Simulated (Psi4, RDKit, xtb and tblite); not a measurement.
Torsional profile of C₃H₅NS, SMILES C(CS)C#N. Scanned: dihedral C2–C3–C4–S5 and dihedral C3–C4–S5–H10; all other coordinates were relaxed at GFN2-xTB. Points at φ and −φ are mirror images. Heavy atoms are numbered in the order of the SMILES N#CCCS, hydrogens after them in the order of the atoms that carry them; the mirror image has the same energies with the sign of each dihedral reversed.

Levels of theory: GFN2-xTB (xtb and tblite); MMFF94 // GFN2-xTB (RDKit); PBE/def2-SVP // GFN2-xTB (Psi4); PBE-D3(BJ)/def2-SVP // GFN2-xTB (Psi4); UFF // GFN2-xTB (RDKit).

Energies in kJ/mol at chosen points (x: dihedral C2–C3–C4–S5 (°); y: dihedral C3–C4–S5–H10 (°)), relative to x = 180, y = 180:

```csv
method,"(-120, 60)","(-90, 0)","(-90, -120)","(-150, -60)","(60, 60)","(90, 120)","(30, 30)"
GFN2-xTB,4.3,9.8,8.5,-0.4,0.7,8.5,10.1
MMFF94,16.9,16.7,15.1,9.8,9.6,15.1,31.9
PBE/def2-SVP,9.8,15.2,10.9,1.5,-0.3,10.9,13.8
PBE-D3(BJ)/def2-SVP,9.3,14.4,10.5,1.3,-1.5,10.5,12.0
UFF,19.4,20.5,15.3,9.3,4.7,15.3,28.0
```
